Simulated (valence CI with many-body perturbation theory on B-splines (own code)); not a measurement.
# Se28+: calculated level list

Calculated by valence CI with perturbative core correlation (CI+MBPT): four valence electrons over a frozen Dirac-Fock core [He], a basis of 11 s, 11 p, 10 d, 8 f, 5 g, 2 h functions for each j, with the one-electron correlation potential Σ1 (screened to all orders), the two-electron term Σ2, the three-electron term Σ3, Breit, model QED; selected single and double excitations, second order for the rest, scaled by the run's own slope (own B-spline code, finite nucleus).

The last digits are not significant, and no measured levels were compared; by estimate large intervals hold to a few tenths of a per cent, small ones and those within an open d or f shell to about a per cent. Among the levels kept, up to 1200 cm⁻¹ of a level comes from second order outside the variational space, and about a tenth of that is noise between levels of different J, which matters for small intervals.

Levels 46 to 90 of 198, with energies above the lowest level, (2s^2 2p1/2^2) J=0. "Leading %" is the weight of the configuration and term that name the level; weights of strongly mixed levels are sums over their largest components and can fall short. In the jj column 3d3/2^4 stands for four electrons in 3d with j = 3/2. Lifetimes count E1, E2, E3, M1 and M2 decay at the calculated energies, and are blank where another channel may lead or the interval is too uncertain; long ones can be off by a factor of two.

| No. | Configuration | Term | J | E (eV) | Leading % | g | Lifetime | Leading jj |
| --- | --- | --- | --- | --- | --- | --- | --- | --- |
| 46 | 2s2 2p 3d | 1D° | 2 | 1896.5 | 47 | 1.046 | 29.3 fs | 2s^2 2p3/2 3d3/2 (61 %) |
| 47 | 2s2 2p 3d | 3F° | 4 | 1897.3 | 97 | 1.246 | 346 ps | 2s^2 2p3/2 3d5/2 (97 %) |
| 48 | 2s 2p2 3p | 5D° | 2 | 1897.9 | 39 | 1.547 | 97.1 fs | 2s 2p1/2^2 3p3/2 (62 %) |
| 49 | 2s2 2p 3d | 3D° | 3 | 1900.4 | 54 | 1.212 | 16.9 fs | 2s^2 2p3/2 3d3/2 (64 %) |
| 50 | 2s 2p2 3p | 3D° | 1 | 1902.4 | 35 | 1.147 | 42.8 fs | 2s 2p1/2^2 3p3/2 (63 %) |
| 51 | 2s2 2p 3d | 3P° | 1 | 1903.1 | 61 | 1.197 | 17.9 fs | 2s^2 2p3/2 3d3/2 (87 %) |
| 52 | 2s2 2p 3d | 3P° | 0 | 1903.6 | 97 |  | 20.9 fs | 2s^2 2p3/2 3d3/2 (97 %) |
| 53 | 2s2 2p 3d | 3P° | 2 | 1904.2 | 51 | 1.329 | 17.8 fs | 2s^2 2p3/2 3d5/2 (70 %) |
| 54 | 2s 2p2 3s | 3P | 2 | 1905.4 | 65 | 1.376 | 108 fs | 2s 2p1/2 2p3/2 3s (82 %) |
| 55 | 2s 2p2 3p | 5P° | 1 | 1909.8 | 43 | 1.822 | 160 fs | 2s 2p1/2 2p3/2 3p1/2 (88 %) |
| 56 | 2s2 2p 3d | 1F° | 3 | 1912.9 | 71 | 1.079 | 9.90 fs | 2s^2 2p3/2 3d5/2 (66 %) |
| 57 | 2s2 2p 3d | 1P° | 1 | 1915.0 | 72 | 0.997 | 15.1 fs | 2s^2 2p3/2 3d5/2 (92 %) |
| 58 | 2s 2p2 3p | 5D° | 2 | 1915.1 | 39 | 1.498 | 173 fs | 2s 2p1/2 2p3/2 3p1/2 (84 %) |
| 59 | 2s 2p2 3p | 5D° | 3 | 1922.5 | 83 | 1.493 | 31.4 ps | 2s 2p1/2 2p3/2 3p3/2 (79 %) |
| 60 | 2s 2p2 3d | 5F | 1 | 1926.3 | 69 | 0.281 | 250 fs | 2s 2p1/2^2 3d3/2 (76 %) |
| 61 | 2s 2p2 3p | 5P° | 1 | 1927.0 | 36 | 1.695 | 73.8 fs | 2s 2p1/2 2p3/2 3p3/2 (93 %) |
| 62 | 2s 2p2 3p | 5P° | 3 | 1927.2 | 46 | 1.453 | 154 fs | 2s 2p1/2 2p3/2 3p1/2 (63 %) |
| 63 | 2s 2p2 3s | 3D | 1 | 1927.4 | 82 | 0.599 | 110 fs | 2s 2p1/2 2p3/2 3s (88 %) |
| 64 | 2s 2p2 3d | 5F | 2 | 1928.2 | 49 | 1.199 | 115 fs | 2s 2p1/2^2 3d3/2 (60 %) |
| 65 | 2s 2p2 3s | 3D | 2 | 1930.2 | 54 | 1.181 | 108 fs | 2s 2p1/2 2p3/2 3s (87 %) |
| 66 | 2s 2p2 3p | 3D° | 2 | 1932.7 | 59 | 1.396 | 64.5 fs | 2s 2p1/2 2p3/2 3p3/2 (89 %) |
| 67 | 2s 2p2 3d | 5D | 3 | 1934.3 | 33 | 1.407 | 37.5 fs | 2s 2p1/2^2 3d5/2 (73 %) |
| 68 | 2s 2p2 3p | 5D° | 4 | 1937.5 | 78 | 1.440 | 47.8 ps | 2s 2p1/2 2p3/2 3p3/2 (79 %) |
| 69 | 2s 2p2 3p | 5S° | 2 | 1937.5 | 48 | 1.758 | 199 fs | 2s 2p1/2 2p3/2 3p1/2 (75 %) |
| 70 | 2s 2p2 3p | 3P° | 0 | 1938.1 | 84 |  | 52.7 fs | 2s 2p1/2 2p3/2 3p3/2 (92 %) |
| 71 | 2s 2p2 3s | 3P | 1 | 1939.5 | 52 | 1.557 | 127 fs | 2s 2p1/2 2p3/2 3s (74 %) |
| 72 | 2s 2p2 3s | 3P | 0 | 1939.7 | 84 |  | 108 fs | 2s 2p1/2 2p3/2 3s (77 %) |
| 73 | 2s 2p2 3p | 3P° | 2 | 1945.3 | 62 | 1.447 | 61.0 fs | 2s 2p1/2 2p3/2 3p3/2 (87 %) |
| 74 | 2s 2p2 3s | 3D | 3 | 1946.1 | 76 | 1.402 | 86.8 fs | 2s 2p3/2^2 3s (78 %) |
| 75 | 2s 2p2 3d | 3F | 2 | 1946.2 | 42 | 1.003 | 28.1 fs | 2s 2p1/2^2 3d5/2 (55 %) |
| 76 | 2s 2p2 3p | 3P° | 1 | 1947.8 | 46 | 1.403 | 48.8 fs | 2s 2p1/2 2p3/2 3p3/2 (74 %) |
| 77 | 2s 2p2 3p | 3D° | 3 | 1948.8 | 46 | 1.367 | 65.2 fs | 2s 2p1/2 2p3/2 3p3/2 (69 %) |
| 78 | 2s 2p2 3s | 1D | 2 | 1955.2 | 50 | 1.174 | 128 fs | 2s 2p3/2^2 3s (79 %) |
| 79 | 2s 2p2 3d | 5D | 0 | 1957.1 | 91 |  | 531 fs | 2s 2p1/2 2p3/2 3d3/2 (96 %) |
| 80 | 2s 2p2 3d | 5D | 1 | 1957.2 | 66 | 1.325 | 100 fs | 2s 2p1/2 2p3/2 3d3/2 (93 %) |
| 81 | 2s 2p2 3d | 5F | 2 | 1957.3 | 37 | 1.271 | 53.4 fs | 2s 2p1/2 2p3/2 3d3/2 (89 %) |
| 82 | 2s 2p2 3d | 5F | 4 | 1957.8 | 62 | 1.386 | 887 fs | 2s 2p1/2 2p3/2 3d5/2 (92 %) |
| 83 | 2s 2p2 3p | 3F° | 2 | 1958.8 | 59 | 0.841 | 145 fs | 2s 2p1/2 2p3/2 3p1/2 (92 %) |
| 84 | 2s 2p2 3d | 5F | 3 | 1958.9 | 58 | 1.356 | 34.4 fs | 2s 2p1/2 2p3/2 3d3/2 (58 %) |
| 85 | 2s 2p2 3p | 3D° | 1 | 1963.5 | 59 | 0.793 | 76.6 fs | 2s 2p1/2 2p3/2 3p1/2 (84 %) |
| 86 | 2s 2p2 3p | 3P° | 0 | 1968.3 | 62 |  | 100 fs | 2s 2p1/2 2p3/2 3p1/2 (75 %) |
| 87 | 2s 2p2 3d | 3F | 2 | 1968.4 | 34 | 1.227 | 31.8 fs | 2s 2p1/2 2p3/2 3d5/2 (90 %) |
| 88 | 2s 2p2 3d | 5D | 4 | 1970.6 | 40 | 1.355 | 3.34 ps | 2s 2p1/2 2p3/2 3d3/2 (50 %) |
| 89 | 2s 2p2 3d | 5F | 5 | 1971.6 | 79 | 1.354 | 454 ps | 2s 2p1/2 2p3/2 3d5/2 (78 %) |
| 90 | 2s 2p2 3d | 3F | 3 | 1972.1 | 56 | 1.277 | 24.0 fs | 2s 2p1/2 2p3/2 3d5/2 (49 %) |

Where two levels of one J and parity lie close, their mixing, g and order are uncertain.
